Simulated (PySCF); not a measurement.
iminoborane (BH2N), SMILES B=N. Geometry optimised at PBE0-D3(BJ)/def2-TZVPD.

PySCF with TDA-LC-ωPBE/def2-TZVPD puts the lowest singlet excitations at 7.21, 7.42, 7.42, 8.29, 8.29, 9.48 eV.

What are the lowest excitation roots from PySCF with ADC(2)/aug-cc-pVDZ? (An estimate is asked for; the answer gives what the named calculation found.)

7.27, 7.41, 7.41, 7.65, 7.65, 8.66 eV. S1 differs by 0.07 eV (second minus first; roots are paired by order, and the bases may differ).
